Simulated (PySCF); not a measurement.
Bond length, frequency and bond energy of ZnO⁺ by level of theory

State: ²Π (doublet), unpaired electrons π ↑. Set-up: PySCF, no relativity, basis sets Zn pcseg-1, O pcseg-1. De refers to Zn⁺ + O in their high-spin ground configurations, without counterpoise correction. The functionals are run spin-unrestricted. A positive dipole points towards O; it is taken about the centre of mass and depends on that origin.

| Level | Re (Å) | ωe (cm⁻¹) | De (eV) | μ (D) |
| --- | --- | --- | --- | --- |
| ROHF | 1.814 | 691 | -0.398 | -6.53 |
| ROHF-MP2 | 1.821 | 660 | 1.33 | n/a |
| ROHF-SCS-MP2 | 1.828 | 645 | 1.27 | n/a |
| ROHF-CCSD | 1.837 | 618 | 1.22 | n/a |
| ROHF-CCSD(T) | 1.845 | 595 | 1.34 | n/a |
| PBE | 1.832 | 592 | 1.95 | -4.11 |
| revPBE | 1.846 | 576 | 1.72 | -4.18 |
| BP86 | 1.830 | 595 | 1.93 | -4.11 |
| r²SCAN | 1.812 | 625 | 1.73 | -4.52 |
| TPSSh | 1.825 | 610 | 1.59 | -4.57 |
| PBE0 | 1.821 | 614 | 1.46 | -4.74 |
| LC-ωPBE | 1.792 | 678 | 1.49 | -5.23 |

Question: Which functional lies closest to ROHF-CCSD(T) in De, which farthest, and by how much do they differ from it?

Answer: Closest is PBE0 (-2.4 pm in Re, +3.2 % in ωe, +0.12 eV in De against ROHF-CCSD(T) in the same basis), farthest PBE (-1.3 pm in Re, -0.5 % in ωe, +0.61 eV in De). CCSD(T) converges more slowly with the basis than the functionals do and binds too weakly in this one, so the order can change at the basis-set limit.

Question: What does a quarter of exact exchange do here, going from PBE to PBE0?

Answer: PBE0 less PBE: -1.1 pm in Re, +3.7 % in ωe, -0.49 eV in De. Exact exchange removes part of the self-interaction that spreads semilocal densities, and in most molecules shortens and stiffens the bond and lowers De; so it does here.

Question: What does the step from GGA to meta-GGA do here, going from PBE to r²SCAN?

Answer: r²SCAN less PBE: -2.0 pm in Re, +5.6 % in ωe, -0.22 eV in De. 

Correlated steps freeze 6 core orbitals. Correlated levels converge slowly with the basis: in double zeta they bind strong bonds too weakly, by up to about 1 eV, and carry superposition errors of some tenths. For an ion De counts to the pair picked by the measured ionisation energies or electron affinities, which need not be the lowest pair at this level. A negative De means that the minimum lies above the separated atoms at that level. The state was picked by a PBE0 search and need not be the measured ground state.

The whole job (state search and all levels along the bond) took about 3 min on 1 thread of Arm Neoverse V1 (shared host), peak memory 0.5 GiB.
